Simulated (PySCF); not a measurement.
Si(All)(Cl)2(H), C₃H₆Cl₂Si, SMILES C=CC[SiH](Cl)Cl, singlet at its B3LYP/def2-SVP optimised geometry (Å):

```
12

Si     0.1757    -1.9665     0.0000
Cl    -0.4704    -2.9775     1.6960
Cl    -0.4654    -2.9926    -1.6894
C     -0.5610    -0.2335     0.0000
C     -0.1774     0.5655    -1.2133
C      0.6715     1.5989    -1.2245
H      1.6569    -1.9665     0.0000
H     -1.6569    -0.3516     0.0738
H     -0.2224     0.2580     0.9289
H     -0.6230     0.2358    -2.1598
H      1.1460     1.9665    -0.3083
H      0.9177     2.1206    -2.1532
```

Method: B3LYP/def2-TZVP in PySCF. Cells within 0.4 Å of a nucleus heavier than hydrogen are left out (blank, or x).

Map of the log10 of the electron density (e/bohr³), floored at −4 on the plane z = 1.5 Å:

```
|00000000000000000000000000000|
|00000000000000000000000000000|
|00000000000000000000000000000|
|00000000000000000000000000000|
|00000000000000000000000000000|
|00000000000000000000000000000|
|00000000000000000000000000000|
|00000000000000000000000000000|
|00000000001112111100000000000|
|00000000012233322110000000000|
|00000000123344433210000000000|
|00000001233455543210000000000|
|00000012234566654321000000000|
|00000012344566654321000000000|
|00000122344566654321000000000|
|00000122344556654321000000000|
|00000122334455544321100000000|
|00000112334445444322110000000|
|00000012334445544332221000000|
|00000122344555554433321100000|
|00000123456666665543322100000|
|00000134567788776544332100000|
|00001234578899887654322100000|
|00001235678999987654321100000|
|000012456899xx987654321000000|
|000012456899xx987653210000000|
|00001235678999987643210000000|
|00000234567888876543200000000|
|00000123456777765432100000000|
```
Scale: ten equal steps from -4.00 (start of '0') to -0.385 (end of '9'), in the order '0123456789'; x runs from -4.00 to 4.00, y from -4.00 (bottom) to 4.00 (top).
